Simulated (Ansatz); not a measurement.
SiH$_{5}$ClOF$_{2}$, closed shell: harmonic vibrations.

in.yaml

```yaml
crystal:
  periodic: [false, false, false]
  atoms:
    - {symbol: Si, position_ang: [-0.531837, 1.088832, 0.156110]}
    - {symbol: F, position_ang: [-1.316318, -1.576973, 0.031008]}
    - {symbol: H, position_ang: [-1.406619, 0.919699, -1.012043]}
    - {symbol: H, position_ang: [-1.111877, 0.717612, 1.453908]}
    - {symbol: Cl, position_ang: [-0.023672, 3.083702, 0.259582]}
    - {symbol: H, position_ang: [1.175752, -1.216504, -0.249902]}
    - {symbol: O, position_ang: [0.931495, 0.310308, -0.084008]}
    - {symbol: H, position_ang: [-0.511469, -2.048453, -0.110809]}
    - {symbol: F, position_ang: [1.100707, -2.172278, -0.324752]}
    - {symbol: H, position_ang: [1.693739, 0.894055, -0.118996]}
basis:
  gaussian: {orbitals: def2-TZVP}
hamiltonian: {xc: pbe0, dispersion: d4}
phonons: {temperatures: {t_min: 298.15, t_max: 900, t_step: 200}}
```

Command:

```bash
ansatz run in.yaml --threads 8 --pin off --events-out ev --progress --plain --max-ram 19148MiB
```

Output of Ansatz 0.2.0:

```
Functional definition: PBE0
  name "PBE0"
  cite "Adamo & Barone, J. Chem. Phys. 110, 6158 (1999) doi:10.1063/1.478522"
  cite "Perdew, Burke & Ernzerhof, Phys. Rev. Lett. 77, 3865 (1996) doi:10.1103/PhysRevLett.77.3865"
  parent pbe
  parameter a = 0.25
  parameter kappa = 0.804
  parameter beta = 0.06672455060314922
  exchange = (1 - a)*pbe_x(kappa = kappa, mu = beta*pi^2/3) + a*exact_x
  correlation = pbe_c(beta = beta)
1219 factors; their error is unknown
mean field evaluation 1: about -27949.6931 eV, gradient 6.1e1 eV
mean field evaluation 2: about -27943.9942 eV, gradient 8.6e1 eV
mean field evaluation 4: about -27954.9361 eV, gradient 3.5e0 eV
mean field evaluation 8: about -27954.9531 eV, gradient 2.0e-2 eV
mean field evaluation 16: about -27955.0489 eV, gradient 9.0e-5 eV
mean field -27955.04886650 eV, -1027.3290972313 hartree, gradient 4.1e-5 eV, S^2 0.000000; 0 other end points of the search recorded, 0 dependent functions left out
the calculation of the forces begins
reference -27955.04889399 eV, -1027.3290982415 hartree; 31, 31 occupied and 166, 166 virtual orbitals, 1219 factors
these checks for a lower state are left out or cut short: stability, starts, cluster_reference, orbital_swaps, neighbouring_geometries, increment
1219 factors; their error is unknown
Total energy: -27955.19969806 eV, -1027.3346401889 hartree
Atom 0 at    -0.531837     1.088832     0.156110 Å, force     0.000413    -0.001639    -0.001002 eV/Å
Atom 1 at    -1.316318    -1.576973     0.031008 Å, force    -0.001214     0.000264     0.000390 eV/Å
Atom 2 at    -1.406619     0.919699    -1.012043 Å, force     0.000196     0.000033     0.000452 eV/Å
Atom 3 at    -1.111877     0.717612     1.453908 Å, force     0.000225     0.000385    -0.000140 eV/Å
Atom 4 at    -0.023672     3.083702     0.259582 Å, force    -0.000516    -0.000154     0.000443 eV/Å
Atom 5 at     1.175752    -1.216504    -0.249902 Å, force    -0.000235     0.003269     0.000805 eV/Å
Atom 6 at     0.931495     0.310308    -0.084008 Å, force    -0.000614     0.004310     0.000388 eV/Å
Atom 7 at    -0.511469    -2.048453    -0.110809 Å, force     0.001552    -0.000299    -0.000585 eV/Å
Atom 8 at     1.100707    -2.172278    -0.324752 Å, force    -0.000254    -0.002296    -0.000214 eV/Å
Atom 9 at     1.693739     0.894055    -0.118996 Å, force     0.000447    -0.003872    -0.000538 eV/Å
Dipole moment:     0.332093     0.334018    -0.009327 e Å
Vibrations: 22.81 80.73 103.30 117.45 143.21 182.47 263.30 361.89 531.27 610.64 661.32 710.81 725.49 825.46 832.91 857.22 958.00 967.77 1167.20 2304.59 2325.68 3280.89 3681.58 3889.19 cm⁻¹, zero-point energy 1.587319 eV

[the SCF lines of later steps are left out]
```

The lines “mean field evaluation” count trial sets of orbitals through the whole run, from several starts and some on an approximate energy, so they need not fall steadily or lie above the final value.

The run took about 100 s on 8 CPU threads of a Oxide Virtual Turin-like (shared host).
